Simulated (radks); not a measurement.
Results of a calculation; reference values are marked as such.
Mg V, 8 electrons, occupied as 1s1 2s2 2p4 3d1 (not the ground configuration).

Code: a radial shooting solver on a logarithmic mesh with Libxc functionals. Model: non-relativistic Kohn-Sham, TPSS, spin-polarised, spherical densities, point nucleus; open shells are filled with parallel spins first; meta-GGA in the generalised Kohn-Sham scheme.

Energy parts (eV):
total: -3857.656
kinetic: 3851.740
electron-nucleus: -8784.808
Hartree: 1385.095
exchange-correlation: -309.683

Orbitals (lengths in bohr, moments of r in powers of bohr):
1s up: occ. 1; eigenvalue (eV) -1512.071; <r> 0.1268
1s down: occ. 0; eigenvalue (eV) -1437.262; <r> 0.1290
2s up: occ. 1; eigenvalue (eV) -193.2672; <r> 0.6011
2s down: occ. 1; eigenvalue (eV) -182.7563; <r> 0.6148
2p up: occ. 3; eigenvalue (eV) -164.6697; <r> 0.5379
2p down: occ. 1; eigenvalue (eV) -153.4732; <r> 0.5564
3s up: occ. 0; eigenvalue (eV) -54.1494; <r> 1.756
3p up: occ. 0; eigenvalue (eV) -46.6433; <r> 1.817
3d up: occ. 1; eigenvalue (eV) -35.1527; <r> 1.892
4d up: occ. 0; eigenvalue (eV) -17.9550; <r> 4.050
4f up: occ. 0; eigenvalue (eV) -16.6019; <r> 3.722

The highest occupied level is 3d up at -35.153 eV. The configuration is held as typed, so some empty levels lie below it. The spin density at the nucleus is 543.3 e/bohr^3 (1s 542.0, 2s 1.3), a Fermi contact field of 2.85e+04 T. Summed over all electrons, <r^2> = 6.527 bohr^2, which gives a Langevin (diamagnetic) susceptibility term of -5.17 x 10^-6 cm^3/mol. The electron density at the nucleus is 630.2 e/bohr^3. Virial ratio -V/T = 2.00154. The density falls to 0.001 e/bohr^3 at r = 3.13 bohr. Spin moment in Bohr magnetons: 4.
